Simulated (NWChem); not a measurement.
System: TiOF2; SMILES [O]=[Ti]([F])[F]

Input file for NWChem:

```
start job
memory heap 200 mb stack 900 mb global 1100 mb
geometry units angstroms noautosym nocenter noautoz
  Ti     0.024679    -0.076325     0.000000
  O      1.581534     0.202415     0.000000
  F     -0.757946     0.135728    -1.574570
  F     -0.757946     0.135728     1.574570
end
basis spherical
  * library pcsseg-1
end
dft
  xc slater vwn_5
  iterations 150
end
property
  shielding 3 1 2 3
end
task dft property
```

Geometry: optimised at PBE0/def2-SVP.

GIAO values for the isolated, static molecule; σ is the absolute isotropic shielding, δ = σ(reference) − σ with the isolated reference molecule computed at the same levels (19F: trichlorofluoromethane, 17O: water).

Atoms are numbered as in the input.

Task: What results follow from this input? (LDA (Slater exchange, VWN5)/pcSseg-1, GIAO.) Quantities: σ Ti1 (ppm); δ O2 (ppm); δ F3 (ppm).

Result: 
```json
{
 "σ Ti1 (ppm)": "-292.3",
 "δ O2 (ppm)": "1207.8",
 "δ F3 (ppm)": "326.2"
}
```
